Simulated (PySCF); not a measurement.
# LDA on Tl⁺ (thallium, charge +1)

Configuration: [Xe] 4f14 5d10 6s2, closed-shell 1S. Calculation: PySCF 2.14, in aug-cc-pVDZ-PP with ECP60MDF; scalar relativity through the core potential.

```json
{
  "Total energy": "-172.0464 hartree",
  "One-electron energy": "-295.7382 hartree",
  "Hartree (Coulomb) energy": "138.1559 hartree",
  "Exchange-correlation energy": "-14.4641 hartree",
  "⟨S²⟩": "0.0000",
  "⟨L²⟩": "0.000",
  "Sum of ⟨r⟩": "26.89 bohr",
  "Sum of ⟨r²⟩": "44.65 bohr²",
  "Time after the integrals": "0.22 s of wall time on 1 thread of Neoverse-V2 (shared host)"
}
```

```
shell  electrons  mean orbital energy (hartree)  rms radius, mean of both spins (bohr)
   5s          2                       -5.09258                                  0.945
   5p          6                       -3.10369                                   1.08
   5d         10                       -0.83976                                   1.51
   6s          2                       -0.61221                                   2.54
```

Energies and moments cover only the electrons outside the core potential. Spin-orbit coupling, which splits the p, d and f shells strongly at this Z, is absent.
